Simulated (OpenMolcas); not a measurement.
## [SiCl3]+: a line through the functionals

The species is [SiCl3]+ (4 atoms), meant as a singlet with charge +1. SMILES: `Cl[Si+](Cl)Cl`. The shape is that of a PBE0-D4/def2-TZVP optimisation.

The vertical energy of the triplet above the singlet y, in eV, basis aug-cc-pVDZ; a is the functional's share of exact exchange. Programs: OpenMolcas 26.06.

| functional | program | a | y (eV) |
| --- | --- | --- | --- |
| BLYP | OpenMolcas | 0 | 4.93 |
| PBE | OpenMolcas | 0 | 4.90 |
| B3LYP | OpenMolcas | 0.2 | 5.30 |
| PBE0 | OpenMolcas | 0.25 | ? |
| BHLYP | OpenMolcas | 0.5 | 5.85 |

Problem. Fit y = c + s·a to the known rows and predict PBE0.

Solution. 
1. Means of the 4 rows: a = 0.1750, y = 5.245.
2. Σ(Δa)² = 0.1675, Σ(Δa·Δy) = 0.3135, so the slope is 0.3135/0.1675 = 1.8716.
3. Intercept: 5.245 − (1.8716) × 0.1750 = 4.917. The largest residual of the fit is 0.017.
4. PBE0: 4.917 + (1.8716) × 0.25 = 5.38 eV.

The run gave 5.36 eV, so the prediction is off by +0.02 eV, about the largest residual.
